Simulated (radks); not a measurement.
Results of a calculation; reference values are marked as such.
All-electron atom: the praseodymium ion Pr14+ in [Kr] 4d8 5s1 (not the ground configuration).

Level of theory: scalar-relativistic Kohn-Sham, PBE, spin-polarised, spherical densities, point nucleus; open shells are filled with parallel spins first (spin-orbit coupling, left out, can overturn this in heavy ions) (a radial shooting solver on a logarithmic mesh with Libxc functionals).

Energy parts (hartree):
total: -9172.9984
kinetic: 9747.4832
electron-nucleus: -21774.1082
Hartree: 3059.0586
exchange-correlation: -205.4321

Orbitals (lengths in bohr, moments of r in powers of bohr; r(max) is where P^2 peaks):
| orbital | occ. | eigenvalue (hartree) | r(max) | <1/r> | <r> |
|---|---|---|---|---|---|
| 1s up | 1 | -1547.582 | 0.01541 | 64.70 | 0.02409 |
| 1s down | 1 | -1547.576 | 0.01541 | 64.70 | 0.02409 |
| 2s up | 1 | -258.0456 | 0.08725 | 14.93 | 0.1031 |
| 2s down | 1 | -258.0010 | 0.08724 | 14.93 | 0.1030 |
| 2p up | 3 | -232.0188 | 0.07028 | 14.11 | 0.09054 |
| 2p down | 3 | -231.9830 | 0.07027 | 14.11 | 0.09054 |
| 3s up | 1 | -64.02513 | 0.2489 | 5.440 | 0.2720 |
| 3s down | 1 | -64.00066 | 0.2489 | 5.440 | 0.2719 |
| 3p up | 3 | -55.78407 | 0.2436 | 5.147 | 0.2700 |
| 3p down | 3 | -55.75686 | 0.2437 | 5.147 | 0.2699 |
| 3d up | 5 | -44.24588 | 0.2003 | 4.884 | 0.2468 |
| 3d down | 5 | -44.20662 | 0.2003 | 4.884 | 0.2468 |
| 4s up | 1 | -20.69241 | 0.5717 | 2.336 | 0.6059 |
| 4s down | 1 | -20.56814 | 0.5716 | 2.337 | 0.6057 |
| 4p up | 3 | -17.90950 | 0.5937 | 2.177 | 0.6344 |
| 4p down | 3 | -17.78456 | 0.5936 | 2.177 | 0.6341 |
| 4d up | 5 | -13.90954 | 0.6139 | 1.959 | 0.6731 |
| 4d down | 3 | -13.78340 | 0.6138 | 1.960 | 0.6729 |
| 5s up | 1 | -9.37735 | 1.170 | 1.148 | 1.196 |
| 5s down | 0 | -9.26193 | 1.172 | 1.146 | 1.197 |

The highest occupied level is 5s up at -255.17 eV. Spin moment in Bohr magnetons: 3. Summed over all electrons, <r^2> = 10.78 bohr^2, which gives a Langevin (diamagnetic) susceptibility term of -8.54 x 10^-6 cm^3/mol. The density falls to 0.001 e/bohr^3 at r = 2.13 bohr.
